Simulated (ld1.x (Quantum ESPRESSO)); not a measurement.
lanthanum (La), RRKJ: configuration errors across variants

- Element: lanthanum (La)
- Generator: ld1.x (Quantum ESPRESSO) 7.5
- Type: norm-conserving RRKJ (Kleinman–Bylander form)
- Functional: PBEsol
- Relativity: scalar-relativistic
- Frozen core: [Kr] 4d10
- Valence charge: 11
- Reference configuration: 4f0 5s2 5p6 5d1 6s0 6p0 (charge +2)
- Partial waves: 5p (bound): rc 2.85 bohr; 5d (bound): rc 2.70 bohr; 4f (bound, empty): rc 1.95 bohr; 5s (bound): rc 2.35 bohr
- Local potential: the s channel
- Core correction: a·sin(br)/r model core inside 1.95 bohr

All-electron excitation energies from the reference (eV): (1) 4f0 5s2 5p6 5d1 6s2 6p0 -16.847; (2) 4f0 5s2 5p6 5d1 6s1 6p0 -10.847; (3) 4f0 5s2 5p6 5d0 6s0 6p0 18.908; (4) 4f1 5s2 5p6 5d0 6s1 6p0 -10.620; (5) 4f0 5s2 5p6 5d0 6s2 6p0 -10.443; (6) 4f1 5s2 5p6 5d1 6s0 6p0 -9.952; (7) 4f0 5s2 5p6 5d1 6s0 6p2 -11.949.

1 further variants failed, have other tests or too few solved ones, and are left out.

Errors AE − PS in meV (a dash: test not solved or not reliable):

```csv
change,(1),(2),(3),(4),(5),(6),(7),bound ghosts
base,+1313,+906,+4.1,+1123,+2010,+552,+55,none
wave 5p (bound): rc 2.85 bohr becomes 5p (bound): rc 2.16 bohr,+1315,+907,+3.2,+1107,+2018,+531,+37,none
wave 5p (bound): rc 2.85 bohr becomes 5p (bound): rc 2.38 bohr,+1313,+906,+3.1,+1114,+2013,+539,+42,none
wave 5p (bound): rc 2.85 bohr becomes 5p (bound): rc 2.72 bohr,+1313,+906,+3.6,+1124,+2010,+551,+53,none
wave 5p (bound): rc 2.85 bohr becomes 5p (bound): rc 2.92 bohr,+1313,+906,+4.3,+1123,+2010,+552,+56,none
wave 5p (bound): rc 2.85 bohr becomes 5p (bound): rc 3.16 bohr,+1313,+906,+4.2,+1123,+2009,+553,+56,none
wave 5p (bound): rc 2.85 bohr becomes 5p (bound): rc 3.54 bohr,+1308,+903,-1.0,+1131,+2005,+559,+38,none
wave 5p (bound): rc 2.85 bohr becomes 5p (bound): rc 3.78 bohr,+1293,+897,-12,+1135,+1995,+559,-27,none
wave 5p (bound): rc 2.85 bohr becomes 5p (bound): rc 4.26 bohr,+1219,+864,-56,+1055,+1946,+464,-497,none
```

(1) Give the same row for: wave 5p (bound): rc 2.85 bohr becomes 5p (bound): rc 3.96 bohr.

Results:

(1) +1273, +888, -25, +1123, +1981, +544, -141; bound ghosts: none.
